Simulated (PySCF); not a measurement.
Fe: excitation energy

Fe [Ar] 3d6 4s2 (5D) → Fe [Ar] 3d6 4s1 4p1 (high-spin determinant), as a difference of total energies. Computed with PySCF 2.14 in cc-pwCVTZ (9s8p6d3f2g, 102 functions), with the non-relativistic Hamiltonian (point nucleus). Correlated levels: valence: [Ar] frozen; valence and next inner shell: [Ne] frozen; nothing frozen. The calculations carry no spin-orbit coupling.

```tsv
method	excitation energy (cm⁻¹)
UHF	10013
LDA	21210
PBE	19527
PBE0	17941
MP2 (valence)	16702
SCS-MP2 (valence)	18881
MP2 (valence and next inner shell)	17458
SCS-MP2 (valence and next inner shell)	18918
MP2 (all electrons)	17477
SCS-MP2 (all electrons)	18929
```

A first-order spin-orbit estimate (lowest level to lowest level, LS coupling) adds 0.015 eV.

The basis was made for the ground configuration and has no added diffuse functions, so the excitation energy can come out too high.

The determinant of the upper state mixes LS terms, which raises its energy above the lowest term, most at the Hartree-Fock and MP2 levels.
